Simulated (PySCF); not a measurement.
# What a mistake does to a calculation on AlFH3NO

Calculated results; nothing here was measured. They come from PySCF 2.14.0, an open-source quantum chemistry program, on an isolated molecule that a program drew, which may never have been made. The molecule is AlFH3NO (charge 0, singlet), drawn as the SMILES string `[NH2][Al]([OH])[F]`.

Each row is a Hartree-Fock (HF) and frozen-core CCSD(T) single point in the cc-pV(D+d)Z basis, meant for a local HF minimum. Run 1 is clean. Each other run has one planted mistake out of seven kinds, and not every kind appears here: one electron removed, one electron added, multiplicity raised by two, geometry at a saddle point, minimal basis STO-3G, one bond length entered in bohr, all coordinates scaled. The reference is restricted for singlets and unrestricted otherwise, and also for a bond in bohr. Adding or removing an electron swaps singlet and doublet. Electrons count all cores. HOMO and LUMO are orbital energies over both spins, the gradient is its largest component, and the lowest frequency (negative if imaginary) is given only where the gradient is small. Bond lengths are over the 6 bonds as drawn. T1 is the CCSD diagnostic: over 0.02 (restricted) or 0.045 (unrestricted) a single reference is doubtful.

Geometry of the clean run:
```xyz
7
AlFH3NO, angstrom
N    -0.4240   -0.0175   -0.1014
Al   -0.6363    1.4947    0.7420
O    -1.9075    2.5229    0.3676
F     0.4401    1.9079    1.9264
H    -1.0226   -0.3520   -0.8316
H     0.3118   -0.6740    0.0741
H    -2.1244    3.3561    0.7490
```

| run | electrons | basis functions | <S^2> | HOMO (eV) | LUMO (eV) | gradient (hartree/bohr) | lowest frequency (cm^-1) | mean bond (Å) | longest bond (Å) | T1 | HF (hartree) | CCSD(T) (hartree) | mistake |
|---|---|---|---|---|---|---|---|---|---|---|---|---|---|
| 1 | 40 | 80 | 0.000 | -11.08 | 3.06 | 3.4e-05 | 215 | 1.3366 | 1.745 | 0.0126 | -472.60899 | -473.24696 | no fault |
| 2 | 40 | 80 | 0.000 | -11.15 | 3.20 | 2.0e-02 | - | 1.3112 | 1.711 | 0.0121 | -472.60600 | -473.24043 | all coordinates scaled |
| 3 | 39 | 80 | 0.757 | -18.63 | -7.24 | 1.1e-01 | - | 1.3366 | 1.745 | 0.0181 | -472.28316 | -472.88244 | one electron removed |
| 4 | 41 | 80 | 0.758 | 2.51 | 8.03 | 2.7e-02 | - | 1.3366 | 1.745 | 0.0171 | -472.50609 | -473.16356 | one electron added |
| 5 | 40 | 27 | 0.000 | -7.85 | 11.02 | 6.7e-02 | - | 1.3366 | 1.745 | 0.0143 | -466.47850 | -466.62400 | minimal basis STO-3G |
| 6 | 40 | 80 | 0.737 | -10.80 | 1.86 | 2.1e-02 | - | 1.4852 | 1.893 | 0.0563 | -472.46144 | -473.09615 | ? |

**Which mistake was planted in run 6, and what did it cost?**

The mean bond changes by a factor of 1.111 and the longest by 1.085, so the molecule wasn't scaled as a whole. A length L in bohr read as angstrom grows by (1/0.5292 - 1) L = 0.890 L. The 6 bonds together grew by 6 x 0.1486 = 0.892 Å, which gives L = 1.002 Å. That is the length of one of the H-N bonds, 1.002 Å in the clean geometry. So the mistake is: one bond length entered in bohr. Subtracting run 1 and multiplying by 627.51 kcal/mol a hartree, the energy moved by 92.6 kcal/mol in HF and 94.6 kcal/mol in CCSD(T).

Cautions from the logs. Run 4: the HOMO is above zero, so the electron isn't bound and the energy depends on the basis; run 6: T1 is over the limit, so its CCSD(T) energy is less reliable.
